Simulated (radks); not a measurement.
Problem. The mean radii <r> (bohr) of the occupied orbitals of an atom or ion are listed with their occupations. Calculated with a radial shooting solver on a logarithmic mesh with Libxc functionals: scalar-relativistic Kohn-Sham, B86b exchange with PBE correlation, spin-polarised, spherical densities, point nucleus.

| orbital | occ. | <r> |
|---|---|---|
| 1s up | 1 | 0.02507 |
| 1s down | 1 | 0.02507 |
| 2s up | 1 | 0.1074 |
| 2s down | 1 | 0.1074 |
| 2p up | 3 | 0.09424 |
| 2p down | 3 | 0.09424 |
| 3s up | 1 | 0.2851 |
| 3s down | 1 | 0.2851 |
| 3p up | 3 | 0.2832 |
| 3p down | 3 | 0.2832 |
| 3d up | 5 | 0.2600 |
| 3d down | 5 | 0.2600 |
| 4s up | 1 | 0.6541 |
| 4s down | 1 | 0.6541 |
| 4p up | 3 | 0.6930 |
| 4p down | 3 | 0.6930 |
| 4d up | 5 | 0.7675 |
| 4d down | 5 | 0.7673 |
| 5s up | 1 | 1.558 |
| 5s down | 1 | 1.552 |
| 5p up | 3 | 1.799 |
| 5p down | 3 | 1.788 |
| 5d up | 1 | 2.725 |
| 6p up | 1 | 4.920 |

Name the element and its charge. Open shells, if any, are filled with parallel spins first.

Solution. Z = 57, lanthanum, charge +1: La+ in [Xe] 5d1 6p1. The 1s radius gives Z: for a bare nucleus <r> = (2 gamma + 1)/(2Z) with gamma = sqrt(1 - (Z/c)^2), 0.02473 bohr for Z = 57, and screening makes it slightly larger (0.02507 here). The occupations add up to 56, and the charge is Z minus that.
